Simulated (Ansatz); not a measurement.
Consider the substitution at a C–F bond: `F[C@@H]1[NH][Ge@@H]1[F]` + H₂S → `[F][Ge@H]1[NH][C@@H]1S` + H–F.

Gas-phase electronic energies from Ansatz, PBE0-D4/def2-TZVP geometries. CCSD(T)/CBS is the MP2 limit (def2-TZVPP, def2-QZVPP) plus CCSD(T) − MP2 in def2-TZVPP, frozen cores. This one scheme is used for every species. Functionals use def2-TZVPP. B3LYP here is the variant with VWN-RPA as its local correlation; programs differ in this. For Ge outer-core shells are correlated without core-valence functions, which leaves a few kJ/mol of doubt a bond. Scalar relativity is left out up to krypton. Each species was taken in one conformer, which may not be the lowest.

| level | ΔE (kJ/mol) | difference from CCSD(T)/CBS |
| --- | --- | --- |
| PBE-D4 | -20.8 | 15.0 |
| r2SCAN-D4 | -16.0 | 19.8 |
| PBE0-D4 | -23.9 | 11.9 |
| B3LYP-D4 | -18.7 | 17.1 |
| B2PLYP | -20.5 | 15.3 |
| PBE | -15.6 | 20.2 |
| r2SCAN | -14.7 | 21.1 |
| PBE0 | -19.4 | 16.4 |
| HF/def2-TZVPP | -7.4 | 28.4 |
| MP2/def2-TZVPP | -41.8 | -6.0 |
| CCSD/def2-TZVPP | -25.3 | 10.5 |
| CCSD(T)/def2-TZVPP | -28.1 | 7.7 |
| HF/def2-QZVPP | -7.7 | 28.1 |
| HF/CBS(def2) | -7.7 | 28.1 |
| MP2/CBS(def2) | -49.5 | -13.7 |
| CCSD/CBS(def2) | -32.9 | 2.9 |
| CCSD(T)/CBS | -35.8 | 0 |

Largest T1 diagnostic among the species: 0.013.

The D4 term adds −8.6 kJ/mol with B3LYP and −4.6 kJ/mol with PBE0; it sums over pairs of atoms, weighted by their polarisabilities, and B3LYP, whose exchange is more repulsive, gets the larger term. From PBE to PBE0 (25 % exact exchange), in def2-TZVPP and without D4, ΔE moves by −3.8 kJ/mol. In def2-TZVPP, CCSD(T) changes the Hartree–Fock value by −20.6 kJ/mol (the triples alone add −2.8 kJ/mol) and MP2 by −34.4 kJ/mol.
